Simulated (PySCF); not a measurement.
Nuclear quadrupole coupling in `Clc1cccc2c1CC2`

Species: C₈H₇Cl.
Z-matrix (Å and degrees, GFN2-xTB geometry), rows numbered from 1:
```
Cl
C   1  1.7314
C   2  1.3962  1  120.60
C   3  1.3851  2  121.16  1   179.98
C   4  1.3957  3  122.27  2    -0.02
C   5  1.3722  4  115.65  3    -0.01
C   2  1.3713  1  122.67  3   179.97
C   7  1.5037  2  145.18  1    -0.20
C   6  1.5072  5  144.55  4  -179.82
H   3  1.0793  2  119.09  1     0.06
H   4  1.0801  3  118.44  2   179.95
H   5  1.0791  4  121.04  3  -179.97
H   8  1.0882  7  114.72  2    64.00
H   8  1.0884  7  114.66  2   -63.57
H   9  1.0883  6  114.77  5    63.86
H   9  1.0884  6  114.84  5   -64.00
```

Field gradients from the PBE0/pcSseg-1 density (PySCF, non-relativistic), principal values in atomic units, ordered |Vxx| ≤ |Vyy| ≤ |Vzz|:

| atom | Vxx | Vyy | Vzz |
| --- | --- | --- | --- |
| Cl1 | -1.7649 | -2.1050 | 3.8698 |

Task: Find the asymmetry η = (Vxx − Vyy)/Vzz and the couplings χ = eQV/h (234.96 MHz × Q in barn × V in au), with Q(35Cl) = −0.0817 b.

Result: 
```json
{"atom": "Cl1", "environment": "aryl chlorine", "nucleus": "35Cl", "η": "0.09", "χzz (MHz)": "-74.29", "χxx (MHz)": "33.88", "χyy (MHz)": "40.41"}
```

The tensor is traceless: Vxx + Vyy + Vzz = 0.

Task: What is Vzz at Cl1 in SI units (1 au = 9.71736 × 10²¹ V/m²)?

Result: 3.8698 au = 37.604 × 10²¹ V/m².

Task: And the gradient at the other heavy atoms, for which no coupling is worked out here?

Result: 
| atom | environment | Vzz (au) | η |
| --- | --- | --- | --- |
| C2 | aromatic C–Cl carbon | -0.375 | 0.64 |
| C3 | aromatic CH carbon | 0.260 | 0.29 |
| C4 | aromatic CH carbon | 0.305 | 0.09 |
| C5 | aromatic CH carbon | 0.290 | 0.14 |
| C6 | substituted aromatic carbon | 0.309 | 0.35 |
| C7 | substituted aromatic carbon | 0.270 | 0.44 |
| C8 | benzylic-type carbon | -0.097 | 0.90 |
| C9 | benzylic-type carbon | -0.089 | 0.83 |

Task: What couplings would deuterons (Q(2H) = 0.00286 b) have in place of the hydrogens, at this geometry?

Result: 
```
atom  bonded to  bond length (Å)  Vzz (au)     η  χzz (kHz)
 H10         C3            1.079    0.3268  0.07        220
 H11         C4            1.080    0.3269  0.07        220
 H12         C5            1.079    0.3304  0.06        222
 H13         C8            1.088    0.3125  0.00        210
 H14         C8            1.088    0.3122  0.00        210
 H15         C9            1.088    0.3129  0.01        210
 H16         C9            1.088    0.3127  0.01        210
```

Isolated species at its GFN2-xTB geometry, gas phase. GFN2-xTB bond lengths can be off by several hundredths of an ångström, more for odd bonds, and the gradients follow them. These gradients aren't converged with respect to the basis.
